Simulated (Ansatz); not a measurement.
Relaxation of CH6BNS (10 atoms, charge 0, multiplicity 1), to a largest force component of 0.015 eV/Å in at most 40 steps.

All numbers below come from RKS PBE0-D4/6-31G* in Ansatz.

```xyz
10
Properties=species:S:1:pos:R:3:forces:R:3
C -1.035 0.522 -0.663 -0.82 2.27 -1.54
B 0.114 -0.234 -0.013 1.02 -0.70 1.51
N 0.015 -0.619 1.443 2.02 0.71 0.10
S 1.704 -0.680 -1.042 -0.74 -0.44 0.16
H -0.862 0.760 -1.761 -0.20 -0.29 1.24
H -1.225 1.546 -0.144 0.29 -1.67 -0.55
H -1.986 -0.033 -0.595 0.13 0.10 0.22
H 0.191 -1.641 1.498 0.09 0.67 0.09
H 0.887 -0.186 1.967 -2.06 -1.18 -1.36
H 1.144 -1.881 -1.407 0.27 0.52 0.13
```

Task: Where does it end, and by what steps?

Result: It converged. After 13 steps the energy has fallen by 1.872 eV; S4 moved furthest, 1.12 Å.

```json
{"step": "0", "energy less start (eV)": "0.0000", "largest force component (eV/Å)": "2.273", "accepted": "yes"}
{"step": "1", "energy less start (eV)": "-0.2742", "largest force component (eV/Å)": "0.835", "accepted": "yes"}
{"step": "2", "energy less start (eV)": "-0.3341", "largest force component (eV/Å)": "0.551", "accepted": "yes"}
{"step": "3", "energy less start (eV)": "-0.4490", "largest force component (eV/Å)": "1.213", "accepted": "yes"}
{"step": "4", "energy less start (eV)": "-0.6594", "largest force component (eV/Å)": "1.943", "accepted": "yes"}
{"step": "5", "energy less start (eV)": "-1.0113", "largest force component (eV/Å)": "1.786", "accepted": "yes"}
{"step": "6", "energy less start (eV)": "-1.4044", "largest force component (eV/Å)": "1.150", "accepted": "yes"}
{"step": "7", "energy less start (eV)": "-1.6988", "largest force component (eV/Å)": "0.570", "accepted": "yes"}
{"step": "8", "energy less start (eV)": "-1.8214", "largest force component (eV/Å)": "0.348", "accepted": "yes"}
{"step": "9", "energy less start (eV)": "-1.8436", "largest force component (eV/Å)": "0.523", "accepted": "yes"}
{"step": "10", "energy less start (eV)": "-1.8661", "largest force component (eV/Å)": "0.161", "accepted": "yes"}
{"step": "11", "energy less start (eV)": "-1.8711", "largest force component (eV/Å)": "0.103", "accepted": "yes"}
{"step": "12", "energy less start (eV)": "-1.8718", "largest force component (eV/Å)": "0.070", "accepted": "yes"}
{"step": "13", "energy less start (eV)": "-1.8719", "largest force component (eV/Å)": "0.012", "accepted": "yes"}
```

```xyz
10
Properties=species:S:1:pos:R:3
C -0.895 0.451 -0.627
B 0.169 -0.497 0.049
N 0.384 -0.492 1.432
S 1.184 -1.667 -0.944
H -0.429 1.094 -1.384
H -1.402 1.103 0.095
H -1.666 -0.132 -1.145
H 1.052 -1.080 1.908
H -0.131 0.117 2.048
H 0.680 -1.344 -2.147
```

Whether the end is a true minimum wasn't checked by a vibrational analysis.

Time of the run: 60 s on 1 thread of Arm Neoverse V1, with other jobs on the host, peak memory 0.15 GiB.
